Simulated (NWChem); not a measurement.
System: CH$_{6}$OSeSi; SMILES CO[SiH2][SeH]

```xyz
10

Si     1.1370     0.6862     0.1590
Se     0.3490    -1.4347     0.5028
O      0.0149     1.8702     0.4544
C     -1.2223     1.9922    -0.1919
H      2.2235     0.9036     1.1452
H      1.6194     0.7603    -1.2535
H     -0.1203    -1.5723    -0.8846
H     -1.8477     1.0923    -0.0498
H     -1.7583     2.8531     0.2346
H     -1.1065     2.1660    -1.2780
```
Atoms are numbered in this order, from 1.

Level: PBE0/def2-SVP (NWChem), optimised geometry, unscaled harmonic frequencies. This build's default masses of Se (78.918 u) and Br (79.917 u) are each other's, which moves their modes by up to 0.6 %.

Task: List the harmonic frequencies with IR intensities, and the thermochemistry.

Result: 
```
frequency (cm⁻¹)  IR intensity (km/mol)
----------------  ---------------------
74                                  2.9
112                                 0.3
161                                 0.6
180                                12.1
275                                 6.0
402                                33.8
497                                28.4
708                                15.0
771                                27.5
782                                18.9
879                               337.3
921                               115.0
1175                              101.7
1179                                1.0
1224                              164.3
1471                                4.5
1475                                3.8
1478                               10.5
2225                              104.9
2293                               87.7
2456                                9.0
3013                               57.4
3093                               30.2
3146                               22.7
```

- zero-point energy = 42.9 kcal/mol
- thermal correction to the enthalpy at 298.15 K (with zero-point energy) = 47.8 kcal/mol
- heat capacity Cv = 22.1 cal/(mol K)
- entropy at 298.15 K and 1 atm (symmetry number 1) = 84.6 cal/(mol K)
- dipole moment = 1.70 D

Rigid rotor and harmonic oscillator; modes under 100 cm⁻¹ make the entropy uncertain.
